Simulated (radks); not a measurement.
The numbers below are computed, except where a source is named.
Problem. Ionisation of the cadmium ion Cd3+, [Kr] 4d9, to Cd4+, [Kr] 4d8, under several functionals. Dirac Kohn-Sham, spin-unpolarised, spherical densities, finite nucleus; open shells are shared between the two j in proportion to 2j + 1; a radial shooting solver on a logarithmic mesh with Libxc functionals. Known Delta-SCF values: RPBE 53.989 eV; B86b exchange with PBE correlation 54.085 eV; PBE 54.057 eV. What does BLYP give, and what is its highest occupied eigenvalue?

Solution. 53.914 eV by Delta-SCF; the 4d5/2 eigenvalue is -45.374 eV. NIST: 51 eV (theoretical).

Beside tabulated values, note that spin-unpolarised runs miss the spin-polarisation part of the exchange energy of open shells.
